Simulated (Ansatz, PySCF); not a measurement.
This PySCF input computes a r2SCAN/def2-TZVPD energy:

```python
from pyscf import gto, scf, dft

mol = gto.M(
    atom='''
    Li   -0.00000000   -0.00000000   -2.27530728
    Na    0.00000000    0.00000000    0.62053835
    ''',
    basis='def2-tzvpd',
    charge=0,
    spin=0,
    verbose=4,
)

mf = dft.RKS(mol, xc='r2scan').density_fit(auxbasis='def2-universal-jkfit')
mf.grids.level = 4
mf.conv_tol = 1e-9
mf.max_cycle = 100
mf.max_memory = 1500
mf.kernel()
if not mf.converged:
    mf = mf.newton()
    mf.kernel(mf.make_rdm1())
mf.analyze()
```

**Question.** Write an input for the same energy in Ansatz (an electronic-structure program) and say what it gives.

**Answer.** 
Ansatz 0.2 input:
```yaml
crystal:
  periodic: [false, false, false]
  atoms:
    - {symbol: Li, position_ang: [-0.00000000, -0.00000000, -2.27530728]}
    - {symbol: Na, position_ang: [0.00000000, 0.00000000, 0.62053835]}
basis:
  gaussian:
    orbitals: def2-TZVPD
hamiltonian:
  xc: {name: r2SCAN}
output: {forces: true}
```
It gives -169.74874 Eh, and PySCF -169.74876 Eh, a difference of 0.02 mEh, from the treatment of integrals and grids.
